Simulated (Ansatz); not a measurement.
Species: C$_{2}$HO, charge 0, doublet. C2HO (SMILES C#C[O], doublet).
B3LYP-D3(BJ)/def2-TZVP minimum from Ansatz (a first-principles code):
```xyz
4

C      1.2163    -0.0661    -0.3300
C     -0.0160    -0.0137     0.0400
O     -1.1687     0.1087     0.2066
H      2.1478    -0.3907     0.0874
```
Charge 0, spin multiplicity 2.

Total energies in cc-pVDZ, 15 correlated electrons, 3 frozen orbitals. Radicals and triplets start from unrestricted determinants; spin-orbit coupling is neglected. Correlated methods leave the cores frozen. No relativity. The UHF reference of C2HO (C#C[O], doublet) is spin-contaminated (<S^2> up to 0.07 over the pure value in the sets run).

```csv
method,program,energy (Eh),minus CCSDT(Q) (mEh)
HF,Ansatz,-151.09750,443.19
MP2,Ansatz,-151.50156,39.12
CCSD,Ansatz,-151.52046,20.23
CCSD(T),Ansatz,-151.53755,3.13
CCSDT(Q),Ansatz,-151.54068,0.00
```

Rough core times of Ansatz's runs on a shared machine: CCSD(T) under 20 s, CCSDT(Q) 3 min.
